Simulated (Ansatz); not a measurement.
`F[BH][GeH2][F]` + `BO` → `BOBF` + `[F][GeH3]` at 400 K and 1 bar (cleavage of the B–Ge bond).

Isolated molecules relaxed with PBE0-D4/def2-TZVP in Ansatz; ΔE leaves out vibrations. CCSD(T)/CBS is the MP2 limit (def2-TZVPP, def2-QZVPP) plus CCSD(T) − MP2 in def2-TZVPP, frozen cores. This one scheme is used for every species. For Ge outer-core shells are correlated without core-valence functions, which leaves a few kJ/mol of doubt a bond. Scalar relativity is left out up to krypton. Each species was taken in one conformer, which may not be the lowest.

```
         species  CCSD(T)/CBS energy (Eh)  H − E (kJ/mol)  S (J/(mol·K))
`F[BH][GeH2][F]`              -2302.35660           113.9          354.4
            `BO`               -101.80414           108.2          244.0
          `BOBF`               -226.48924           132.3          312.6
     `[F][GeH3]`              -2177.72589            83.9          268.6
```

H − E and S are ideal-gas, rigid-rotor, harmonic terms from PBE0-D4/def2-TZVP, for one conformer and one mirror image of each species. 1 Eh = 2625.50 kJ/mol, R = 8.31446 J/(mol·K).

Problem. By hand: ΔE, ΔH, ΔS and ΔG.

Solution. ΔE = (-226.48924) + (-2177.72589) − (-2302.35660) − (-101.80414) = -0.05439 Eh = -142.8 kJ/mol. Δ(H − E) = 132.3 + 83.9 − 113.9 − 108.2 = -5.9, so ΔH = -148.7 kJ/mol. ΔS = 312.6 + 268.6 − 354.4 − 244.0 = -17.2 J/(mol·K). ΔG = -148.7 − 400 × (-17.2)/1000 = -141.8 kJ/mol.

Problem. By hand: the equilibrium constant, and the temperature at which ΔG would vanish if ΔH and ΔS stayed fixed.

Solution. log₁₀ K = −ΔG/(RT ln 10) = 18.5. ΔG = 0 at ΔH/ΔS = 8645 K, far beyond where these terms or the molecules hold.

ΔH outweighs TΔS. A doubt of 5 kJ/mol in ΔE shifts log₁₀ K by 0.7 here. Other conformers and mirror images would add mixing entropy, several J/(mol·K) or more a flexible species. These are equilibria of isolated gas molecules and say nothing of rates. Largest T1 diagnostic: 0.014 (customary marks: 0.02 for closed shells, 0.045 for open ones).
